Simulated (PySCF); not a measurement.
Level of theory: TPSSh-D3(BJ)/def2-TZVP // B3LYP-D3(BJ)/def2-SVP in PySCF 2.14.0. Isolated molecules, 0 K electronic values unless said otherwise. Excitations are Tamm–Dancoff values on a coarser integration grid. The basis has no diffuse functions, so Rydberg states are missing or too high.

Reference species (SMILES): `Fc1ncccc1` (neutral, multiplicity 1).

```yaml
T1 excitation (TDA): 4.14 eV
HOMO: -6.98 eV
```

Changed species: `Fc1ccncc1`.

Problem. Predict the effect on the T1 excitation (TDA) and HOMO.

Solution. the T1 excitation (TDA) rises by 0.12 eV, to 4.26 eV; the HOMO rises by 0.10 eV, to -6.88 eV.
